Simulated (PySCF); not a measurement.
Species: C6H7Cl2N.
Cartesian coordinates in Å at the GFN2-xTB level; atoms count from 1:
```xyz
16
C6H7Cl2N angstrom
N      2.6992    0.9931   -1.0339
C      1.8310    0.8720   -0.3011
C      0.7277    0.7076    0.6167
C      0.4738   -0.7792    0.9041
C     -0.3126   -1.2705   -0.3153
Cl    -1.5413   -2.4746    0.1707
C     -0.9564   -0.0247   -0.9504
C     -0.5747    1.1556   -0.0592
Cl    -1.8181    1.4416    1.1996
H      0.9411    1.2769    1.5250
H     -0.1419   -0.8631    1.8000
H      1.3943   -1.3405    1.0554
H      0.3339   -1.7826   -1.0294
H     -0.5509    0.1347   -1.9507
H     -2.0367   -0.1295   -1.0339
H     -0.4760    2.0922   -0.6091
```

Computed with TDDFT CAM-B3LYP/def2-SVPD, vertical, gas phase, core orbitals frozen in the response in PySCF.

Ground-to-excited transition dipoles (e·a0, same axes as the geometry; the sign carries no meaning), for the states with f of 0.002 or more among the lowest 8:

| state | E (eV) | μx | μy | μz |
| --- | --- | --- | --- | --- |
| S3 | 7.274 | -0.098 | 0.009 | 0.049 |
| S6 | 8.053 | 0.003 | -0.129 | -0.154 |
| S7 | 8.150 | -0.153 | -0.008 | -0.031 |
| S8 | 8.189 | -0.026 | 0.438 | 0.101 |

Task: What oscillator strength does each state have?

Result: f = (2/3) ΔE |μ|² with ΔE in hartree (27.2114 eV).

```
state  |μ|² (au)  |μ| (D)      f
   S3      0.012     0.28  0.002
   S6      0.041     0.51  0.008
   S7      0.024     0.40  0.005
   S8      0.203     1.14  0.041
```

Task: How is the summed strength of these states shared among x, y and z?

Result: (2/3) Σ ΔE μα² gives 0.007 for x, 0.042 for y and 0.007 for z, 0.056 in all.

Task: What peak molar absorption coefficient would the strongest computed level give as a lone Gaussian band 0.4 eV wide at half height?

Result: ε(max) = 2.175×10⁸ f / FWHM, with the width in cm⁻¹. S8: 2.175×10⁸ × 0.0407 / 3226 ≈ 2700 L mol⁻¹ cm⁻¹.

One conformer stands for the species.
